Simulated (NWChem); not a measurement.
System: SbF5; SMILES [F][Sb]([F])([F])([F])[F]

Program: NWChem. Geometry: optimised at PBE0/def2-SVP. def2 effective core potentials on Sb; no spin-orbit coupling. Level SCAN/def2-SVP: energy and gradient on several grids; changes count from the extra-fine grid, which is no exact limit either.

### Question
Which is the coarsest grid (xcoarse; medium; fine; coarse; xfine) from which on the energy stays within 100 μHa and each gradient component within 200 μHa/bohr of xfine?

### Answer
fine.
```tsv
grid	size of the energy change (μHa)	largest change of a gradient component (μHa/bohr)
xcoarse	10000	4000
coarse	5000	700
medium	10000	300
fine	50	50
xfine	< 10	< 30
```
